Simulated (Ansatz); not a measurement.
Relaxing a trial structure of ClGaH3Si2

The starting geometry of this gas-phase doublet was optimised with r2SCAN-D4; its bonds are those of `Cl[Si]1[SiH2][GaH]1`.

```xyz
7

Cl   -0.3983    0.4946   -2.1001
Ga    1.1966    0.3061    1.9146
Si   -1.0833   -0.6377    1.7492
Si    0.0289    0.2231   -0.0745
H    -1.3107   -2.1130    1.9230
H    -2.2472    0.0693    2.3844
H     2.4722    0.6862    2.7241
```

Task: Where would you expect an optimisation with B3LYP-D3(BJ)/def2-SVP to take it?

Result: A new bond forms, giving a structure with Cl1 bridging Ga2 and Si4, given below by its coordinates. Distances that change by over a tenth: Cl1–Si4 (2.09 → 2.41 Å), Ga2–Si4 (2.31 → 2.95 Å). Contacts that close: Cl1–Ga2 (4.32 → 2.43 Å).

The energy falls by 0.37 eV over 53 steps:

```csv
step,E − E(last) (eV)
1,0.366
7,0.358
13,0.358
18,0.356
24,0.348
30,0.317
36,0.261
41,0.101
47,0.009
53,0.000
```

Final geometry (Å):

| atom | x (Å) | y (Å) | z (Å) |
| --- | --- | --- | --- |
| Cl | 0.2158 | 1.3394 | -0.4621 |
| Ga | 0.8037 | 0.5601 | 1.7641 |
| Si | -1.1175 | -0.8086 | 1.5715 |
| Si | -0.0166 | -1.0535 | -0.5637 |
| H | -1.1538 | -1.9756 | 2.5032 |
| H | -2.3679 | 0.0001 | 1.7054 |
| H | 2.2947 | 0.9668 | 2.0024 |

The end wasn't checked by frequencies. Open shells are spin-unrestricted. Run with Ansatz 0.2.0, 4.7 min on 2 threads of Intel(R) Xeon(R) Platinum 8259CL CPU @ 2.50GHz (Skylake/Cascade Lake), with other jobs on the host.
